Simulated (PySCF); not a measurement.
Assignment exercise: C$_{5}$H$_{10}$FNSi$_{2}$

Structure with atom numbers: `[CH3:1][C:2]#[C:3]/[CH:4]=[CH:5]/[N:6]([SiH3:7])[SiH2:8][F:9]`. Each H is labelled by its parent atom.

Level of theory: GFN2-xTB geometry, σ from GIAO-PBE0/pcSseg-1, in PySCF 2.14.0 with density-fitted response routines (non-relativistic, no solvent, one averaged value for each set of equivalent atoms, single conformer).

Scale: ¹³C (186.93 ppm), ¹H (31.72 ppm) vs TMS (reference shieldings calculated alike).

Q: Assign these signals to the numbered atoms. ¹³C{¹H} NMR (computed): δ 154.7 (CH), 91.1 (C), 90.7 (CH), 83.9 (C), 5.8 (CH3).

A: 
```tsv
δ (ppm)	atoms	environment	reason
154.7	C5	alkene carbon bearing nitrogen	an sp2 carbon further deshielded by the attached heteroatom
91.1	C2	alkyne carbon	the triple bond shields along its axis, which puts it between sp3 and sp2 carbons
90.7	C4	β carbon of an enol-ether or enamine type C=C	the O or N lone pair pushes π density onto this β carbon and shields it
83.9	C3	alkyne carbon	the triple bond shields along its axis, which puts it between sp3 and sp2 carbons
5.8	C1	propargylic methyl carbon	saturated and bonded to C and H only
```

C2 and C4 lie closer than the usual error of such a calculation, so a measured spectrum could show them in the other order.

Q: Assign these signals to the numbered atoms. ¹H NMR (400 MHz, computed): δ 6.53 (m, 1H), 5.39 (m, 2H), 4.84 (s, 3H), 4.40 (d, 1H), 2.14 (s, 3H).

A: 
```tsv
δ (ppm)	atoms	environment	reason
6.53	H(C5)	hydrogen on an alkene carbon bearing nitrogen	a vinylic proton, deshielded by the sp2 carbon and the C=C anisotropy
5.39	H(Si8)	hydrogen on a silicon bonded to F, N	–
4.84	H(Si7)	hydrogen on a silicon bonded to N	–
4.40	H(C4)	hydrogen on a β carbon of an enol-ether or enamine type C=C	lone-pair donation from O or N shields it, upfield of ordinary alkene protons
2.14	H(C1)	hydrogen on a propargylic methyl carbon	–
```

Splittings by ¹⁹F in the carbon and heteronuclear signals aren't shown, as no couplings were computed. Shifts are as computed. Against solution values, carbons near 30 ppm lie about +3 ppm off and those near 130 ppm about +5 ppm. Of 1211 compounds with measured shifts, 218 miss one by over three times the rms of a fit or turn the order of signals round; such compounds aren't used in these exercises. Multiplicities follow the n + 1 count of equivalent neighbours, as no J values were calculated; m marks all less simple cases, F and P coupling included.
